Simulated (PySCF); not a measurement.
**Beryllium: a sound run and one with changed settings**

Sound run: Be²⁺ 1s2, Be³⁺ 1s1. All numbers are calculated (PySCF 2.14, the non-relativistic Hamiltonian (point nucleus), in cc-pVDZ (3s2p1d, 14 functions)). The sound run starts from symmetry-adapted Hartree-Fock orbitals and uses a fine grid where one is needed.

Changed run: radial step 1.2 in ln r (0.13 in the sound run). This setting is unsound on purpose.

```tsv
species	method	sound run (hartree)	changed run (hartree)	converged
Be²⁺	UHF	-13.61079	-13.61079	yes
Be²⁺	PBE0	-13.62773	-13.65334	yes
Be²⁺	MN15	-13.66907	-13.67885	yes
Be³⁺	UHF	-7.95238	-7.95238	yes
Be³⁺	PBE0	-7.94197	-7.95723	yes
Be³⁺	MN15	-7.95946	-7.97498	yes
```

Ionisation energy of Be²⁺:

```json
{"method": "UHF", "sound run (eV)": "153.97", "changed run (eV)": "153.97"}
{"method": "PBE0", "sound run (eV)": "154.72", "changed run (eV)": "155.00"}
{"method": "MN15", "sound run (eV)": "155.37", "changed run (eV)": "155.21"}
```

A coarse radial grid mis-integrates the density and the exchange-correlation energy, with errors of either sign; Hartree-Fock needs no grid.

For comparison, NIST gives 153.90 eV between the lowest levels.
